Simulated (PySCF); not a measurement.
C5H4O2, SMILES C=C=C1OC=CO1.

Geometry: TPSSh-D3(BJ)/def2-SVP. This is a generated structure with no PubChem entry under its InChIKey; it may be hypothetical.

Method: TPSSh-D3(BJ)/def2-SVP run with PySCF 2.14.0.

No scaling factor is applied to the harmonic values.

```tsv
mode	ν (cm⁻¹)	IR (km/mol)	Raman (Å⁴/amu)	depolarisation	moving atoms (share of kinetic energy)
1	127	11.7	0.0	–	C 63 %, H 24 %, O 13 %
2	160	4.2	10.9	0.75	C 61 %, O 21 %, H 17 %
3	163	0.7	0.1	0.75	C 57 %, O 31 %, H 12 %
4	534	0.0	0.4	0.75	C 43 %, H 29 %, O 29 %
5	563	0.0	0.0	–	C 74 %, O 21 %
6	571	0.0	10.7	0.75	H 86 %, C 13 %
7	596	11.5	12.3	0.75	C 81 %, O 18 %
8	598	0.3	31.4	0.34	C 72 %, O 20 %
9	723	54.2	1.6	0.75	H 82 %, C 17 %
10	812	0.0	1.1	0.75	H 75 %, C 25 %
11	838	75.1	9.9	0.18	O 85 %, H 9 %
12	911	12.8	1.8	0.75	C 58 %, O 37 %
13	951	23.8	0.0	–	H 73 %, C 26 %
14	1027	1.3	0.0	–	H 72 %, C 28 %
15	1065	14.0	9.0	0.75	C 44 %, O 44 %, H 12 %
16	1086	90.9	0.2	0.75	C 55 %, H 25 %, O 20 %
17	1118	18.0	14.7	0.48	H 50 %, C 30 %, O 20 %
18	1187	136.6	2.4	0.18	H 40 %, O 31 %, C 29 %
19	1346	21.8	2.6	0.75	H 52 %, C 40 %, O 8 %
20	1353	293.3	38.1	0.36	C 48 %, H 45 %
21	1516	104.0	29.8	0.59	C 49 %, H 49 %
22	1683	37.7	42.6	0.09	C 88 %, H 10 %
23	2103	310.1	12.5	0.40	C 99 %
24	3070	64.9	459.9	0.16	H 95 %
25	3142	12.0	241.6	0.75	H 89 %, C 11 %
26	3295	7.5	89.1	0.75	H 92 %, C 8 %
27	3321	0.0	179.1	0.13	H 89 %, C 11 %
```
